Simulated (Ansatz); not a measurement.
Relaxation of CH$_{6}$GeOSSi (11 atoms, charge 0, multiplicity 1), to a largest force component of 0.015 eV/Å in at most 40 steps.

The calculation used RKS PBE-D4/def2-SVP (Ansatz).

```xyz
11
Properties=species:S:1:pos:R:3
O -2.319 0.183 -1.261
C -1.227 0.576 -1.036
S -0.878 2.316 -0.835
Si 0.188 -0.669 -0.890
Ge -0.608 -2.744 -1.363
H -1.076 2.263 0.564
H 0.773 -0.600 0.413
H 1.187 -0.290 -1.912
H -1.282 -2.827 -2.794
H -1.715 -3.132 -0.326
H 0.533 -3.776 -1.301
```

Q: Where does it end, and by what steps?

A: The run converged. After 14 steps the energy has fallen by 0.762 eV; H6 moved furthest, 1.07 Å.

```csv
step,energy less start (eV),largest force component (eV/Å),accepted
0,0.0000,2.927,yes
1,-0.2955,0.977,yes
2,-0.3176,2.071,yes
3,-0.3334,1.844,yes
4,-0.4523,0.649,yes
5,-0.5328,0.739,yes
6,-0.6099,1.001,yes
7,-0.6515,0.975,yes
8,-0.7147,1.036,yes
9,-0.7567,0.139,yes
10,-0.7573,0.129,yes
11,-0.7595,0.118,yes
12,-0.7597,0.132,yes
13,-0.7616,0.029,yes
14,-0.7618,0.015,yes
```

```xyz
11
Properties=species:S:1:pos:R:3
O -2.444 0.156 -1.602
C -1.443 0.551 -1.039
S -1.364 2.252 -0.385
Si 0.123 -0.596 -0.838
Ge -0.635 -2.799 -1.357
H -0.107 2.139 0.131
H 0.674 -0.448 0.557
H 1.172 -0.100 -1.800
H -1.165 -2.841 -2.811
H -1.768 -3.202 -0.381
H 0.533 -3.812 -1.217
```

Run time: 41 s on 2 threads of Arm Neoverse V2 (shared host), peak memory 0.18 GiB.
